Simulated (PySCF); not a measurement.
Computed structure and properties of [Tm(NH2)4]−

System: [Tm(NH2)4]− (singlet in the valence; each metal's 4f electrons, 12 of them, lie in its core potential, out of spins and levels); start: displaced along the imaginary mode (S4). Method: PySCF 2.14.0, RKS PBE0, Tm lcecp-1-SVP with ECP58, N def2-SVP, H def2-SVP; non-relativistic Hamiltonian with scalar-relativistic core potentials where named; density fitting; no spin-orbit coupling.

Input of the relaxation:

```python
mol = gto.M(atom='''
Tm     0.00000    -0.00000    -0.00000
N      1.06627     1.38246     1.37614
H      1.21504     1.17222     2.39508
H      1.67445     2.20262     1.12858
N     -1.06627    -1.37614     1.38246
H     -1.67445    -1.12858     2.20262
H     -1.21504    -2.39508     1.17222
N      1.06627    -1.38246    -1.37614
H      1.67445    -2.20262    -1.12858
H      1.21504    -1.17222    -2.39508
N     -1.06627     1.37614    -1.38246
H     -1.21504     2.39508    -1.17222
H     -1.67445     1.12858    -2.20262''',
    basis={'Tm': 'lcecp-1-SVP', 'N': 'def2-SVP', 'H': 'def2-SVP'},
    ecp={'Tm': 'lcecp-1-SVP'},
    charge=-1, spin=0)
mf = dft.RKS(mol, xc='PBE0')
mf.grids.atom_grid = (50, 194)  # f atoms: unpruned, at least (60, 302)
mf = mf.density_fit()  # fitting sets: Tm AutoAux, N def2-universal-JKFIT, H def2-universal-JKFIT
mf.conv_tol = 1e-08; mf.max_cycle = 55
mf.kernel(dm0)  # dm0: converged density of the start geometry
# quasi-Newton relaxation in Cartesian coordinates to a largest gradient under 0.00045 Eh/bohr, steps kept in the point group
```

Run from Python with OMP_NUM_THREADS=2; the lines above give its settings. Where DIIS fails, smearing, a level shift and second-order steps follow.
It took 3.6 min on 2 threads of Arm Neoverse V1, on a shared host, from the converged density of the start.

Course of the relaxation:

```csv
step,energy above end (eV),largest force component within the symmetry (eV/Å)
0,0.2368,1.199
1,0.0642,0.077
2,0.0623,0.037
3,0.0611,0.018
4,0.0607,0.017
5,0.0594,0.035
6,0.0576,0.040
7,0.0558,0.186
23,0.0010,0.078
24,0.0007,0.042
25,0.0003,0.065
26,0.0003,0.081
27,0.0000,0.023
28,0.0000,0.008
```
(The steps between are left out.)

Relaxed geometry (S4):

```xyz
13

Tm    0.0000    0.0000    0.0000
N     1.3418    1.1776    1.3144
H     1.2775    1.3807    2.3111
H     2.2118    1.6083    0.9990
N    -1.3418   -1.3144    1.1776
H    -2.2119   -0.9989    1.6082
H    -1.2774   -2.3111    1.3808
N     1.3418   -1.1776   -1.3144
H     2.2118   -1.6083   -0.9990
H     1.2775   -1.3807   -2.3111
N    -1.3418    1.3144   -1.1776
H    -1.2774    2.3111   -1.3808
H    -2.2119    0.9989   -1.6082
```

```csv
contact,Å
Tm1–N2 (NH2),2.217
Tm1–N5 (NH2),2.217
Tm1–N8 (NH2),2.217
Tm1–N11 (NH2),2.217
```

On the finer grid (75, 302):

- HOMO: -1.11 eV
- LUMO: 4.22 eV
- Dipole about the centre of mass: 0.00 D
- Set of Mulliken populations of Tm1 outside the core potential: s 2.32, p 6.54, d 1.49, f 0.05
- D3(BJ) dispersion energy (not in the energies): -0.201 eV

| atom | Mulliken (e) | Löwdin (e) | spin (e) |
| --- | --- | --- | --- |
| Tm1 | 0.60 | 0.09 | 0.00 |
| N2 | -0.54 | -0.35 | 0.00 |
| H3 | 0.07 | 0.04 | 0.00 |
| H4 | 0.07 | 0.04 | 0.00 |
| N5 | -0.54 | -0.35 | 0.00 |
| H6 | 0.07 | 0.04 | 0.00 |
| H7 | 0.07 | 0.04 | 0.00 |
| N8 | -0.54 | -0.35 | 0.00 |
| H9 | 0.07 | 0.04 | 0.00 |
| H10 | 0.07 | 0.04 | 0.00 |
| N11 | -0.54 | -0.35 | 0.00 |
| H12 | 0.07 | 0.04 | 0.00 |
| H13 | 0.07 | 0.04 | 0.00 |

The 4f levels lie in the core potential and are missing. Their spin isn't counted.

On the grid (50, 194), as all that follows. Harmonic modes: a minimum; lowest 83 cm⁻¹ (negative: unstable), highest 3615 cm⁻¹, zero-point energy 2.514 eV.

Taking off one NH2 (charge -1, singlet; the rest: singlet) in vacuum, both parts rigid, costs 5.33 eV; the small basis without counterpoise inflates it.

Rigid scan of NH2 along the line from its metal:

(distance to N2 (Å), energy (eV)): (1.92, 0.822), (2.02, 0.316), (2.12, 0.069), (2.22, 0.000), (2.32, 0.051)

One start shape was tried, so this needn't be the lowest isomer.

An lcecp potential fixes the number of 4f electrons, so in runs with it no electron can move into or out of that shell.
